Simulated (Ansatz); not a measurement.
C₂H₂FNSe, SMILES `N=C=C(F)[SeH]`. Total charge 0; spin multiplicity 1. Correlated methods include outer-core shells of Se, which these sets cover unevenly. Scalar relativity is left out up to krypton.

Cartesian coordinates in Å:
```
N -0.3746 -1.9335 -0.4187
C -0.2344 -0.8152 0.0434
C -0.2319 0.4045 0.5249
F -0.1142 0.6163 1.8507
Se -0.4736 1.8727 -0.6164
H 0.4815 -2.4116 -0.6985
H 0.9472 2.2668 -0.6855
```

(1) Give the diagnostics of a CCSD(T)/def2-TZVPP run (frozen core, the Gaussian-basis code of Ansatz). (Estimate.)

Answers

(1) Computed: T1 = 0.0132, largest single amplitude 0.025, largest double 0.039, (T) share of the correlation energy 4.3 %, 10 CCSD cycles. The RHF solution is stable towards an unrestricted one. T1 lies under the customary mark of 0.02 for closed shells.
